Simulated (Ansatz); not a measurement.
`[CH3][Mg][O][SiH3]` + `[OH][In]([SH])[O][SiH3]` → `[SiH3][O][In]([SH])[O][SiH3]` + `[CH3][Mg][OH]`  (ligand exchange at the Si–O bond)

Calculated with Ansatz (gas phase, PBE0-D4/def2-TZVP geometries, no zero-point term in ΔE). CCSD(T)/CBS adds triple-zeta CCSD(T) − MP2 to the extrapolated MP2 energy (def2 sets, frozen cores). Functionals use def2-TZVPP. B3LYP here is the variant with VWN-RPA as its local correlation; programs differ in this. def2 core potentials past Kr. For In, Mg outer-core shells are correlated without core-valence functions, which leaves a few kJ/mol of doubt a bond. Each species was taken in one conformer, which may not be the lowest.

Is it downhill or uphill in electronic energy at CCSD(T)/CBS, and by how much? (An estimate is asked.)

Ansatz gave: Uphill: ΔE = +23.5 kJ/mol.

What do these levels give: PBE-D4, r2SCAN-D4, ωB97X-V, PBE, r2SCAN, B3LYP, MP2/def2-TZVPP, CCSD/def2-TZVPP, CCSD(T)/def2-TZVPP, MP2/def2-QZVPP, SCS-MP2/def2-QZVPP, MP2/CBS(def2)? (Best estimate.)

Computed: PBE-D4 26.4, r2SCAN-D4 25.2, ωB97X-V 20.8, PBE 30.2, r2SCAN 26.5, B3LYP 27.2, MP2/def2-TZVPP 21.5, CCSD/def2-TZVPP 21.8, CCSD(T)/def2-TZVPP 22.5, MP2/def2-QZVPP 22.2, SCS-MP2/def2-QZVPP 22.6, MP2/CBS(def2) 22.5 kJ/mol.

Largest T1 diagnostic among the species: 0.016.

The D4 term adds −5.9 kJ/mol with B3LYP and −3.6 kJ/mol with PBE0; it sums over pairs of atoms, weighted by their polarisabilities, and B3LYP, whose exchange is more repulsive, gets the larger term. From PBE to PBE0 (25 % exact exchange), in def2-TZVPP and without D4, ΔE moves by −3.1 kJ/mol.
